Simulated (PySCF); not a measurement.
Computed IR spectrum (relative IR intensity) of a molecule C4H12Si2. Geometry optimised at B3LYP-D3(BJ)/def2-SVP. The values are those of a single conformer. All values below come from B3LYP-D3(BJ)/def2-SVP (PySCF). Frequencies are harmonic and unscaled.

Lines under 2 % of the strongest are left out, and lines within 2 cm⁻¹ are merged.

```
ν (cm⁻¹)  relative intensity
--------  ------------------
297                      2.4
411                      5.1
575                      4.0
665                       27
696                       42
709                       13
760                       43
777                       12
836                       32
900                       15
940                       82
949                       23
1024                     4.2
1046                     4.0
1092                     4.7
1120                     3.6
1365                     4.4
1397                     2.2
1427                     2.3
1470                     3.3
2193                      65
2202                      45
2209                      54
2215                     100
3001                     2.7
3014                      16
3023                      13
3027                      10
3053                      11
3092                     8.1
3102                      19
3110                      17
```

Question: Which molecule gave these data?
A. CCC1[SiH2]C[SiH2]1
B. C[C@@]1([SiH3])C[C@@H]1[SiH3]
C. C=C[Si](C)(C)[SiH3]
D. CC[C@@H]1C[SiH2][SiH2]1

Answer: D, CC[C@@H]1C[SiH2][SiH2]1
